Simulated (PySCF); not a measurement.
C4H12N2Se (SMILES CN(C)[Se]N(C)C), singlet, geometry from GFN2-xTB, atoms displaced at random by about 0.08 Å a coordinate; PBE/STO-3G, gradient (PySCF).

PySCF was given this input:
```python
from pyscf import gto, scf, dft

mol = gto.M(
    atom='''
Se    0.461381   -0.344699    0.760573
N     1.278970    1.045594   -0.166109
C     0.609743    2.294409    0.082651
C     1.571441    0.793291   -1.544519
H     1.036680    3.038280   -0.209568
H    -0.328951    2.440292   -0.651665
H     0.228604    2.449419    1.116592
H     0.778769    0.757875   -2.150803
H     2.247406    1.764230   -1.942279
H     2.157103   -0.219775   -1.508566
N    -1.158576   -0.433292   -0.362453
C    -2.235863   -0.155896    0.284557
C    -1.320449   -1.675373   -0.985432
H    -3.126579    0.137689   -0.204768
H    -2.991744   -1.115788    0.884538
H    -2.128316    0.512369    0.966903
H    -1.652410   -2.594673   -0.564891
H    -1.848063   -1.512718   -1.874058
H    -0.346491   -1.864766   -1.543139
''',
    basis='sto-3g',
    charge=0,
    spin=0,
    verbose=4,
)

mf = dft.RKS(mol)
mf.xc = 'pbe'
mf.kernel()
g = mf.nuc_grad_method()
g.grid_response = True
grad = g.kernel()
```

Question: Write the output that PySCF gives for this input, abridged.

Answer: 
```
PySCF version 2.14.0

[INPUT] verbose = 4
[INPUT] num. atoms = 19
[INPUT] num. electrons = 84
[INPUT] charge = 0
[INPUT] spin (= nelec alpha-beta = 2S) = 0
[INPUT] symmetry False subgroup None
[INPUT] Mole.unit = angstrom
[INPUT] Symbol           X                Y                Z      unit          X                Y                Z       unit  Magmom
[...]
nuclear repulsion = 597.309909119465
number of shells = 38
number of NR pGTOs = 180
number of NR cGTOs = 60
basis = sto-3g
ecp = {}

******** <class 'pyscf.dft.rks.RKS'> ********
method = RKS
initial guess = minao
damping factor = 0
level_shift factor = 0
DIIS = <class 'pyscf.scf.diis.CDIIS'>
diis_start_cycle = 1
diis_space = 8
diis_damp = 0
SCF conv_tol = 1e-09
SCF conv_tol_grad = None
SCF max_cycles = 50
direct_scf = True
direct_scf_tol = 1e-13
XC library pyscf.dft.libxc version 7.1.2
    S. Lehtola, C. Steigemann, M. J. T. Oliveira, and M. A. L. Marques,  SoftwareX 7, 1–5 (2018)
XC functionals = pbe
    J. P. Perdew, K. Burke, and M. Ernzerhof,  Phys. Rev. Lett. 77, 3865 (1996)
    J. P. Perdew, K. Burke, and M. Ernzerhof,  Phys. Rev. Lett. 78, 1396 (1997)
    J. P. Perdew, K. Burke, and M. Ernzerhof,  Phys. Rev. Lett. 77, 3865 (1996)
    J. P. Perdew, K. Burke, and M. Ernzerhof,  Phys. Rev. Lett. 78, 1396 (1997)
radial grids:
    Treutler-Ahlrichs [JCP 102, 346 (1995); DOI:10.1063/1.469408] (M4) radial grids

becke partition: Becke, JCP 88, 2547 (1988); DOI:10.1063/1.454033
pruning grids: <function nwchem_prune>
grids dens level: 3
symmetrized grids: False
atomic radii adjust function: <function treutler_atomic_radii_adjust>
small_rho_cutoff = 0
Set gradient conv threshold to 3.16228e-05
Initial guess from minao.
tot grids = 222400
init E= -2637.53400984751
[...]
cycle= 1 E= -2639.5128609619  delta_E= -1.98  |g|= 0.511  |ddm|= 5.56
[...]
cycle= 2 E= -2639.54761921962  delta_E= -0.0348  |g|= 0.45  |ddm|= 2.63
[...]
cycle= 3 E= -2639.66508305989  delta_E= -0.117  |g|= 0.133  |ddm|= 1.32
[...]
cycle= 4 E= -2639.66817754511  delta_E= -0.00309  |g|= 0.0876  |ddm|= 0.365
[...]
cycle= 5 E= -2639.67064607874  delta_E= -0.00247  |g|= 0.0226  |ddm|= 0.186
[...]
cycle= 6 E= -2639.67081477277  delta_E= -0.000169  |g|= 0.00357  |ddm|= 0.0352
[...]
cycle= 7 E= -2639.67081883592  delta_E= -4.06e-06  |g|= 0.00153  |ddm|= 0.00823
[...]
cycle= 8 E= -2639.67081966453  delta_E= -8.29e-07  |g|= 0.000229  |ddm|= 0.00272
[...]
cycle= 9 E= -2639.67081968493  delta_E= -2.04e-08  |g|= 4.36e-05  |ddm|= 0.000491
[...]
cycle= 10 E= -2639.67081968553  delta_E= -5.98e-10  |g|= 1.18e-05  |ddm|= 7.64e-05
[...]
Extra cycle  E= -2639.67081968551  delta_E= 2e-11  |g|= 1.45e-05  |ddm|= 3.85e-05
converged SCF energy = -2639.67081968551

******** <class 'pyscf.grad.rks.Gradients'> for <class 'pyscf.dft.rks.RKS'> ********
unit = Eh/Bohr
grid_response = True
--------------- RKS gradients ---------------
         x                y                z
0 Se     0.0000335048     0.0097034043     0.0026920266
1 N    -0.0049999480     0.0180936684    -0.0610042728
2 C     0.2048952020     0.1481650201    -0.0365481979
3 C    -0.1588644099    -0.0215772160    -0.0173195213
4 H    -0.1553113526    -0.2145960750     0.0734038934
5 H    -0.0189650137     0.0167131541    -0.0336080164
6 H    -0.0077449563     0.0076139248     0.0046684067
7 H     0.0950092721     0.0101822009     0.0715644463
8 H     0.0293145369     0.0599409281    -0.0183495655
9 H     0.0148876082    -0.0361831675     0.0176971488
10 N    -0.1662036136     0.0089540781     0.0410143540
11 C     0.2446861418     0.1023049078    -0.0785392002
12 C    -0.0908691169     0.0398061255     0.0984064480
13 H     0.0238488116    -0.0247035151     0.0533017649
14 H    -0.0640334728    -0.0417705353     0.0200949682
15 H    -0.0209335991    -0.1124196732    -0.1195707821
16 H     0.0144047162     0.0246221652    -0.0362928218
17 H     0.0552491996    -0.0072736225     0.0406814389
18 H     0.0055964898     0.0124242273    -0.0222925177
----------------------------------------------
```
